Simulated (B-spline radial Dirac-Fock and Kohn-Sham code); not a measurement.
## M4 emission of Ce⁺

System: cerium as Ce⁺, configuration 1s2 2s2 2p6 3s2 3p6 3d10 4s2 4p6 4d10 4f1 5s2 5p6 5d2, inside a Watson sphere of charge -1 and radius 2.4 Å (a model of the Madelung potential; inside it an electron's potential energy is raised by 6.0 eV).

Input file task.json (cfg lists n, l and occupation; rrms is the nuclear radius in fm):

```json
{"items": [{
  "Z": 58,
  "q": 1,
  "cfg": [[1, 0, 2], [2, 0, 2], [2, 1, 6], [3, 0, 2], [3, 1, 6], [3, 2, 10], [4, 0, 2], [4, 1, 6], [4, 2, 10], [4, 3, 1], [5, 0, 2], [5, 1, 6], [5, 2, 2]],
  "A": 140,
  "rrms": 4.8771,
  "watson": [-1, 2.4],
  "do": ["binding", "quiet", "decay"],
  "holes": ["K", "L1", "L2", "L3", "M1", "M2", "M3", "M4", "M5", "N1", "N2", "N3", "N4", "N5"]
}]}
```

Launch: `python xray_run.py task.json out`

Method: independent-particle radiative and Coulomb Auger rates from relativistic LDA hole-state orbitals, with Dirac-Fock energies. Computed with a B-spline atomic structure program.

```tsv
line	multipole	energy (eV)	width (meV)	share (%)
Mζ2	E1	666.0	0.374	39.5
M4-N3	E1	684.9	0.0564	5.96
M4-N4	E2	790.4	0.000446	0.0472
M4-N5	E2	793.6	0.000185	0.0196
M4-O2	E1	882.6	0.0594	6.28
M4-O3	E1	885.4	0.00883	0.934
Mβ	E1	902.2	0.447	47.3
```

The listed lines hold 100.0 % of the radiative rate. The radiative width is 0.000946 eV in the length form and 0.000985 eV in the velocity form; the two differ because the transition energies are not eigenvalue differences of the potential that gave the orbitals.
